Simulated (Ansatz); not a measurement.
Computed with Ansatz on PBE0-D4/def2-TZVP structures; ΔE is electronic, products minus reactants. CCSD(T)/CBS is the MP2 limit (def2-TZVPP, def2-QZVPP) plus CCSD(T) − MP2 in def2-TZVPP, frozen cores. DFT in def2-TZVPP. B3LYP here is the variant with VWN-RPA as its local correlation; programs differ in this. For Ge outer-core shells are correlated without core-valence functions, which leaves a few kJ/mol of doubt a bond. Scalar relativity is left out up to krypton. Each species was taken in one conformer, which may not be the lowest.

`C[BH][GeH2][F]` + `N=C1CC1Cl` → `C[BH][GeH2][Cl]` + `N=C1CC1F`  (formal exchange of groups at a Ge–F bond)

`C[BH][GeH2][F]`:

Z-matrix (Å, degrees):
```
C
B 1 1.548
H 1 1.091 2 117.0
H 1 1.104 2 103.7 3 117.2
H 1 1.093 2 113.4 3 -129.6
Ge 2 2.063 1 121.8 3 -17.0
H 2 1.197 1 119.9 3 165.8
F 6 1.753 2 110.1 1 -173.2
H 6 1.543 2 114.5 1 -55.6
H 6 1.544 2 113.5 1 69.6
```

`N=C1CC1Cl`:

```xyz
9

N     0.406   -0.091   -1.877
C     0.225   -0.082   -0.640
C     0.171   -0.889    0.572
C    -0.169    0.606    0.590
Cl   -1.822    1.133    0.814
H     0.221    0.834   -2.273
H    -0.655   -1.588    0.660
H     1.083   -1.190    1.077
H     0.539    1.268    1.078
```

`C[BH][GeH2][Cl]`:

```xyz
10

C     0.958    1.222   -0.242
B     0.007    0.151   -0.811
Ge   -0.990   -1.191    0.400
Cl   -0.567   -0.728    2.486
H     1.939    0.711   -0.261
H     1.077    2.109   -0.868
H     0.787    1.497    0.800
H    -0.135    0.015   -1.994
H    -0.552   -2.657    0.215
H    -2.523   -1.130    0.274
```

`N=C1CC1F`:

Cartesian coordinates in Å:
```
N 0.685 0.486 -1.719
C 0.169 0.186 -0.619
C -0.590 0.695 0.523
C -0.033 -0.726 0.508
F 1.011 -1.031 1.326
H 1.237 -0.295 -2.079
H -1.668 0.815 0.484
H -0.071 1.417 1.148
H -0.740 -1.547 0.427
```

| level | ΔE (kcal/mol) | difference from CCSD(T)/CBS |
| --- | --- | --- |
| r2SCAN-D4 | 0.0 | -1.3 |
| PBE0-D4 | -0.7 | -2.0 |
| B3LYP-D4 | 0.2 | -1.1 |
| ωB97X-V | 0.1 | -1.2 |
| B2PLYP | 1.2 | -0.1 |
| PBE0 | -0.6 | -1.9 |
| B3LYP | 0.2 | -1.1 |
| HF/def2-TZVPP | -1.0 | -2.3 |
| MP2/def2-TZVPP | 2.7 | 1.4 |
| SCS-MP2/def2-TZVPP | 2.6 | 1.3 |
| CCSD/def2-TZVPP | 0.6 | -0.7 |
| HF/def2-QZVPP | -0.4 | -1.7 |
| SCS-MP2/def2-QZVPP | 3.0 | 1.7 |
| HF/CBS(def2) | -0.3 | -1.6 |
| MP2/CBS(def2) | 3.0 | 1.7 |
| CCSD/CBS(def2) | 1.0 | -0.3 |
| CCSD(T)/CBS | 1.3 | 0 |

Largest T1 diagnostic among the species: 0.012.

In def2-TZVPP, CCSD(T) changes the Hartree–Fock value by +2.0 kcal/mol (the triples alone add +0.3 kcal/mol) and MP2 by +3.7 kcal/mol.
